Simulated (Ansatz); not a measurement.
# Molecular dynamics of F3GeH

input.yaml

```yaml
crystal:
  periodic: [false, false, false]
  atoms:
    - { symbol: Ge, position_ang: [0.257767, -0.002248, -0.311793] }
    - { symbol: F, position_ang: [0.891373, 0.013313, 1.515442] }
    - { symbol: H, position_ang: [1.692421, -0.010461, 0.426474] }
    - { symbol: F, position_ang: [-0.81971, 1.338376, -0.417844] }
    - { symbol: F, position_ang: [-0.828451, -1.33898, -0.36758] }
basis:
  gaussian: { orbitals: def2-SVP }
hamiltonian:
  xc: pbe0
  dispersion: d4
md:
  timestep: 0.5
  n_steps: 200
  ensemble: nve
  temperature: 100.0
  initial_velocities: maxwell_boltzmann
  seed: 11409
```

Run as:

```bash
$ ansatz run input.yaml --threads 1 --pin off --max-ram 2048MiB --backend cpu --events-out ev --progress --plain --runs-dir out
```

It starts at the highest image of a converged band. Of that band: Neighbouring images differ by up to 1.7 eV, so the band resolves the path poorly. A vibrational analysis at the climbing image gives one clearly imaginary mode, 1329i cm⁻¹: a first-order saddle point.

Output, in part (step lines, the closing report, with atoms numbered from 0):

```
md step     0: t =     0.00 fs  T =   100.0 K  F+E_penalty+E_count = -64657.06416059 eV  E_kin = 0.038778 eV  conserved = -64657.02538260 eV  (27 SCF iters)
md step     1: t =     0.50 fs  T =    99.9 K  F+E_penalty+E_count = -64657.06411566 eV  E_kin = 0.038733 eV  conserved = -64657.02538263 eV  (26 SCF iters)
md step     2: t =     1.00 fs  T =    99.1 K  F+E_penalty+E_count = -64657.06382406 eV  E_kin = 0.038442 eV  conserved = -64657.02538234 eV  (26 SCF iters)
md step     3: t =     1.50 fs  T =    97.8 K  F+E_penalty+E_count = -64657.06329106 eV  E_kin = 0.037909 eV  conserved = -64657.02538174 eV  (26 SCF iters)
md step     4: t =     2.00 fs  T =    95.8 K  F+E_penalty+E_count = -64657.06252706 eV  E_kin = 0.037146 eV  conserved = -64657.02538082 eV  (26 SCF iters)
md step     5: t =     2.50 fs  T =    93.3 K  F+E_penalty+E_count = -64657.06154772 eV  E_kin = 0.036168 eV  conserved = -64657.02537956 eV  (25 SCF iters)
md step     6: t =     3.00 fs  T =    90.2 K  F+E_penalty+E_count = -64657.06037396 eV  E_kin = 0.034996 eV  conserved = -64657.02537794 eV  (25 SCF iters)
md step     7: t =     3.50 fs  T =    86.8 K  F+E_penalty+E_count = -64657.05903213 eV  E_kin = 0.033656 eV  conserved = -64657.02537600 eV  (26 SCF iters)
[... lines left out ...]
Total energy: -64657.99539261 eV, -2376.1375039151 hartree
Atom 0 at     0.137943    -0.030210    -0.967811 Å, force    -0.981850     0.168443     1.017740 eV/Å
Atom 1 at     1.189261     0.098215     3.173054 Å, force    -1.524653     2.710995    -3.221134 eV/Å
Atom 2 at     0.823261     0.729594     2.451173 Å, force     1.408351    -2.655951     3.125665 eV/Å
Atom 3 at    -0.688994     1.210831     0.002545 Å, force     0.686958     0.077861    -0.460682 eV/Å
Atom 4 at    -0.752860    -1.228703    -0.045081 Å, force     0.411194    -0.301348    -0.461590 eV/Å
Dipole moment:     0.257113     0.207189    -0.788625 e Å
```

The steps, from the saved trajectory:

| time (fs) | T (K) | potential energy less start (eV) | conserved less start (meV/atom) |
| --- | --- | --- | --- |
| 0.0 | 100 | 0.000 | 0.00 |
| 3.0 | 90 | 0.004 | 0.00 |
| 6.0 | 66 | 0.013 | 0.00 |
| 9.0 | 54 | 0.018 | 0.01 |
| 12.0 | 114 | -0.005 | 0.03 |
| 15.0 | 442 | -0.132 | 0.10 |
| 18.0 | 1315 | -0.473 | -0.44 |
| 21.0 | 1960 | -0.723 | -0.41 |
| 24.0 | 2033 | -0.749 | 0.14 |
| 27.0 | 3000 | -1.129 | -0.82 |
| 30.0 | 3067 | -1.152 | -0.33 |
| 33.0 | 2735 | -1.021 | 0.27 |
| 36.0 | 3538 | -1.339 | -1.17 |
| 39.0 | 3523 | -1.333 | -1.09 |
| 42.0 | 2929 | -1.095 | 0.36 |
| 45.0 | 3706 | -1.404 | -1.14 |
| 48.0 | 3889 | -1.475 | -1.22 |
| 51.0 | 3263 | -1.225 | 0.29 |
| 54.0 | 3769 | -1.423 | -0.13 |
| 57.0 | 3882 | -1.470 | -0.71 |
| 60.0 | 3392 | -1.277 | 0.03 |
| 63.0 | 3381 | -1.268 | 0.84 |
| 66.0 | 3264 | -1.228 | -0.19 |
| 69.0 | 3245 | -1.222 | -0.40 |
| 72.0 | 2918 | -1.090 | 0.58 |
| 75.0 | 2624 | -0.978 | 0.20 |
| 78.0 | 3037 | -1.145 | -1.17 |
| 81.0 | 2725 | -1.023 | -1.09 |
| 84.0 | 2105 | -0.775 | 0.41 |
| 87.0 | 2558 | -0.959 | -1.13 |
| 90.0 | 2737 | -1.028 | -1.16 |
| 93.0 | 2322 | -0.861 | 0.18 |
| 96.0 | 2403 | -0.889 | 0.77 |
| 99.0 | 2831 | -1.060 | -0.28 |

All steps were run. The conserved energy stayed within 1.5 meV per atom of its start (net change 0.33 meV per atom), so the integration is sound. The kinetic energy rose, since the run started high on the potential surface and went downhill. It ends in pieces (F2Ge + FH), so much of that is their flight and rotation, not heat. A run of 0.1 ps of so small a system gives no equilibrium averages. The orbitals stay closed-shell, which can raise the energy where a bond breaks towards radicals; this wasn't checked here.

Between its relaxed ends the band would form F2–H3 and break Ge1–F2, Ge1–H3. These pairs go: F2–H3 1.35 → 1.03 Å, Ge1–F2 1.93 → 4.27 Å, Ge1–H3 1.61 → 3.57 Å. In the last frame they stand as after the step (other bonds may differ from the relaxed reactants and products). It ends as F2Ge + FH. Pairs count as bonded within 1.25 times the sum of covalent radii (0.12 Å more for H–H).

Last frame:

```xyz
5
Properties=species:S:1:pos:R:3
Ge 0.138 -0.030 -0.968
F 1.189 0.098 3.173
H 0.823 0.730 2.451
F -0.689 1.211 0.003
F -0.753 -1.229 -0.045
```

The run took 9.4 min on 1 thread of Arm Neoverse V1, with other jobs on the host, peak memory 0.18 GiB.
